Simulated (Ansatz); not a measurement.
Start from `F[SiH2][SiH2]Cl` and change one atom or group to get `O[SiH](Cl)[SiH2]F`.

Ansatz, PBE0-D4/def2-TZVP geometries, multiplicity 1. Each molecule was computed in one conformer, which needn't be the lowest.

```
                             property  `F[SiH2][SiH2]Cl`
  HOMO energy (B3LYP/def2-TZVPP) / eV              -8.09
   HOMO energy (PBE0/def2-TZVPP) / eV              -8.29
HOMO energy (ωB97M-V/def2-TZVPP) / eV             -10.34
HOMO–LUMO gap (B3LYP/def2-TZVPP) / eV               6.72
  LUMO energy (B3LYP/def2-TZVPP) / eV              -1.37
    HOMO energy (PBE/def2-TZVPP) / eV              -7.07
```

(1) What does the change do to each property? (Estimate.)

Answers

(1) The calculation gave: 
```tsv
property	`O[SiH](Cl)[SiH2]F`	shift
HOMO energy (B3LYP/def2-TZVPP) / eV	-7.90	0.19
HOMO energy (PBE0/def2-TZVPP) / eV	-8.09	0.20
HOMO energy (ωB97M-V/def2-TZVPP) / eV	-10.15	0.19
HOMO–LUMO gap (B3LYP/def2-TZVPP) / eV	6.53	-0.19
LUMO energy (B3LYP/def2-TZVPP) / eV	-1.37	0.00
HOMO energy (PBE/def2-TZVPP) / eV	-6.83	0.24
```

B3LYP here is the variant with VWN-RPA as its local correlation; programs differ in this.
